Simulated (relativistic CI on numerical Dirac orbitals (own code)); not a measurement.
# Sn2+: from the plainest model towards the measured levels

Calculated with a relativistic CI code on KLI orbitals (one set per configuration, finite nucleus), adding one ingredient at a time: step 1, Dirac-Coulomb, each configuration alone; step 2, with Breit and QED terms; step 3, with configuration mixing; step 4, with scaled Slater integrals (0.85); step 5, with a P86 correlation estimate; step 6, tied to the ionisation limit. P86 is a density functional for the correlation energy, evaluated here for each configuration and added to its levels. Step 6 is semi-empirical: configurations made of the next ion and one excited electron move by 5512 cm⁻¹, so that their limit matches the tabulated ionisation energy, and those with a non-penetrating f or g electron also take the P86 value of the least penetrating other one.

Configuration list (outside the closed core [Kr] 4d10): 5s2, 5s.5p, 5p2, 5s.6s, 5s.5d, 5s.6p, 5s.4f, 5s.7s, 5s.6d, 5s.5g, 5s.8s, 5s.7d, 5p.5d, 5d2, 4f2, 5s.7p.

Computed minus measured energy above the ground level, in cm⁻¹, for 19 of the 32 excited levels that pair in every step (one J of a term; a digit in brackets numbers repeated terms):

```tsv
Configuration	Term	J	Measured	Step 1	Step 2	Step 3	Step 4	Step 5	Step 6
5s.5p	3P°	0	53548	-11135	-11238	-5677	-5690	-4542	952
5s.5p	1P°	1	79911	1123	963	1783	-2406	-1170	4218
5p2	3P	0	127308	-10347	-10595	-4895	-5681	-3585	-3583
5p2	1D	2	128205	3278	2932	-8603	-8030	-5495	-3867
5s.6s	3S	1	139638	-12706	-12900	-6680	-8027	-4428	1078
5s.5d	3D	1	141322	-12041	-12295	-6080	-7426	-4116	1393
5s.6s	1S	0	143591	-10661	-10855	-4995	-7201	-3598	1884
5s.6p	3P°	0	159940	-13518	-13732	-7728	-9108	-4936	554
5s.6p	1P°	1	162725	-11633	-11861	-4926	-6916	-2766	2742
5s.4f	3F°	2	179307	-12986	-13246	-8856	-9827	-1961	1225
5s.4f	1F°	3	179702	-11778	-12038	-8715	-9792	-1871	1409
5s.7s	3S	1	186688	-14759	-14985	-8749	-10241	-4806	704
5s.6d	3D	2	187996	-14545	-14798	-8567	-10061	-5005	505
5s.6d	1D	2	189690	-14216	-14471	-6032	-8409	-3460	1893
5s.5g	1G	4	206126	-15573	-15822	-9619	-11186	-3246	403
5s.5g	3G	5	206133	-15617	-15866	-9642	-11209	-3268	382
5s.8s	3S	1	207957	-15397	-15634	-9400	-10931	-4851	659
5s.7d	3D	1	208647	-15224	-15474	-9243	-10778	-4933	577
5p.5d	3P°	1	216752	-14416	-14876	-7844	-9855	-5987	-5925
```

Mean absolute errors in cm⁻¹, over all paired levels and for the configurations:

```csv
"Configuration, levels",Step 1,Step 2,Step 3,Step 4,Step 5,Step 6
"all, 32",12454,12667,7294,8491,4027,1621
"5s.5p, 4",8623,8685,4759,4966,3795,1672
"5p2, 4",9131,9263,6251,6619,4398,3920
"5s.6s, 2",11684,11877,5838,7614,4013,1481
"5s.5d, 3",12059,12319,6103,7455,4145,1364
"5s.6p, 4",13060,13282,7024,8557,4391,1104
"5s.4f, 4",12738,12999,8768,9797,1891,1351
"5s.7s, 1",14759,14985,8749,10241,4806,704
"5s.6d, 3",14440,14695,7728,9517,4497,961
"5s.5g, 2",15595,15844,9630,11198,3257,392
"5s.8s, 1",15397,15634,9400,10931,4851,659
"5s.7d, 3",15236,15487,9256,10792,4947,563
"5p.5d, 1",14416,14876,7844,9855,5987,5925
```

Measured levels: Moore, Atomic Energy Levels, vol. III, NSRDS-NBS 35 (1971 reprint of NBS Circular 467, 1958). The analysis dates from before 1960.

The mean absolute error is lowest at step 6 (1621 cm⁻¹), and the largest single drop is from step 2 to 3 (12667 to 7294). Mixing lowers the ground level by 6224, with 5p2 as its largest admixture; relative to it the configurations that move most are 5p.5d by +7033, 5s.6d by +6967, 5s.6p by +6258. Configurations whose own partners of that kind are not in the list rise by much of that lowering, so a short list can trade one imbalance for another. The P86 estimate moves 5s.5g by +7941, 5s.4f by +7906, 5s.8s by +6080, and takes the mean absolute error of the excited configurations from 8491 to 4027. Step 6 takes that error from 4027 to 1621; the error more than halves for 5s.5p, 5s.6s, 5s.5d, 5s.6p, 5s.7s, 5s.6d, 5s.8s, 5s.7d; 5s.5g gains from the shift and the changed P86 value together.
